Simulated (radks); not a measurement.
Values are calculated unless marked as measured or tabulated.
Species: Ni2+. Configuration: [Ar] 3d8. Level of theory: scalar-relativistic Kohn-Sham, PBEsol, spin-polarised, spherical densities, point nucleus; open shells are filled with parallel spins first (a radial shooting solver on a logarithmic mesh with Libxc functionals).

Local quantities along the radius. ELF = 1/(1 + alpha^2) is the electron localisation function; alpha = (tau - tau_W)/tau_unif compares the Pauli kinetic energy density with that of the uniform gas (summed over spins). tau is taken from the large components.

r (bohr)    ELF    alpha
0.002582  1.000  0.01712
0.003283  1.000  0.01768
0.004173  1.000  0.01862
0.005348  1.000  0.02013
0.006798  1.000  0.02232
0.008642  0.999  0.02560
0.01107   0.999  0.03080
0.01408   0.998  0.03883
0.01804   0.997  0.05280
0.02293   0.994  0.07711
0.02916   0.985   0.1241
0.03736   0.951   0.2276
0.0475    0.830   0.4525
0.06086   0.534   0.9348
0.07737   0.306    1.508
0.09836   0.322    1.450
0.126     0.563   0.8818
0.1602    0.768   0.5489
0.2037    0.812   0.4813
0.261     0.636   0.7559
0.3318    0.253    1.719
0.4252    0.249    1.738
0.5406    0.600   0.8164
0.6872    0.768   0.5501
0.8806    0.741   0.5914
1.119     0.572   0.8659
1.423     0.302    1.519
1.824     0.108    2.867
2.318     0.033    5.418
2.971     0.007    12.07
3.777     0.001    35.01

On this mesh the ELF has minima near r = 0.087, 0.37 bohr, which separate the shells, and maxima near 0.20 (0.81), 0.78 (0.77).

Self-consistent cycle (total energy in hartree, residual of the potential): 1: -1513.802113, 6e+00; 2: -1517.250737, 3e+00; 3: -1518.211010, 6e-01; 4: -1518.167429, 8e-01; 5: -1518.289047, 2e-01; 6: -1518.295101, 6e-02; 7: -1518.296042, 1e-03; 8: -1518.296043, 8e-04; 9: -1518.296043, 5e-04; 10: -1518.296043, 2e-05; 11: -1518.296043, 2e-06; 12: -1518.296043, 2e-07; 13: -1518.296043, 1e-07; 14: -1518.296043, 1e-08; 15: -1518.296043, 5e-09.
